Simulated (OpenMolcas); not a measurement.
V3+, Nb3+, Ta3+: d2 down the group

```yaml
Program: OpenMolcas 26.06
Method: CASSCF
Basis: ANO-R2
Scalar_Hamiltonian: X2C, finite nucleus
Spin-orbit_coupling: state interaction with AMFI integrals over the reference wave functions, term energies averaged over their components
```

Active space for each ion: 2 electrons in 10 orbitals (d d).

Computed levels in cm-1 above 3F2:

| Level | V3+ | Nb3+ | Ta3+ |
| --- | --- | --- | --- |
| 3F3 | 317 | 1045 | 4756 |
| 3F4 | 729 | 2294 | 9189 |
| 1D2 | 13606 | 10771 | 13506 |
| 3P0 | 16145 | 11890 | 12958 |
| 3P1 | 16252 | 12290 | 15411 |
| 3P2 | 16485 | 13302 | 20603 |
| 1G4 | 20914 | 16278 | 20701 |
| 1S0 | 49891 | 38049 | 42203 |
| weight of 3F in the lowest level (%) | 100 | 99 | 93 |

Mixed levels, with the weight of the term that names them: Ta3+ 1D2 (57 %), Ta3+ 3P2 (62 %).

Measured, with the error of the calculation in %. Measured levels: V3+ from Sugar and Corliss, J. Phys. Chem. Ref. Data 7, 1191 (1978).

```
Level            V3+
  3F3     325 (-2.5)
  3F4     735 (-0.8)
  1D2  10959 (+24.2)
  3P1  13239 (+22.8)
  3P2  13458 (+22.5)
  1G4  18391 (+13.7)
  1S0  42462 (+17.5)
```

The fine-structure level 3F4 changes by a factor of 12.6 from V3+ to Ta3+.

Without spin-orbit coupling 1D lies 13208, 9703, 9233 cm-1 above 3F in that order; the difference to the level 1D2, of either sign, comes from spin-orbit coupling, which also lowers the zero.

Without dynamic correlation excited terms often stand tens of per cent too high (terms of higher spin than the ground term too low), and those without a measured partner can miss by more than the paired ones. Active for correlation alone: 4d; no level in the range computed is led by a configuration that fills it, so any true level of that kind is missing (holds for V3+). Active for correlation alone: 5d; no level in the range computed is led by a configuration that fills it, so any true level of that kind is missing (holds for Nb3+). Active for correlation alone: 6d; no level in the range computed is led by a configuration that fills it, so any true level of that kind is missing (holds for Ta3+). Computed and measured levels are paired by configuration, term and J; levels that our copy of the source lacks, or whose pairing is in doubt (as where it misses far off the trend of its configuration), stay unpaired and out of the deviations. Levels of configurations outside the active space are missing.
